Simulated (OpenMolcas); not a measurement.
# SiCl3 (SMILES Cl[Si](Cl)Cl): the vertical ionisation energy, rung by rung

SiCl3: 4 atoms, total charge 0, spin state doublet. As SMILES, `Cl[Si](Cl)Cl`. Geometry: relaxed at PBE0-D4/def2-TZVP.

Quantity: the vertical ionisation energy (to the singlet cation), in eV. The values are calculated.

```
              level             kind     program  value (eV)
    UHF/aug-cc-pVDZ     Hartree–Fock  OpenMolcas        9.21
 USVWN5/aug-cc-pVDZ              LDA  OpenMolcas        9.01
  UBLYP/aug-cc-pVDZ              GGA  OpenMolcas        8.79
   UPBE/aug-cc-pVDZ              GGA  OpenMolcas        8.97
 UM06-L/aug-cc-pVDZ         meta-GGA  OpenMolcas        9.06
  UTPSS/aug-cc-pVDZ         meta-GGA  OpenMolcas        9.05
UM06-2X/aug-cc-pVDZ  hybrid meta-GGA  OpenMolcas        9.31
  UPBE0/aug-cc-pVDZ    global hybrid  OpenMolcas        9.26
```

The values span 8.79 to 9.31 eV.
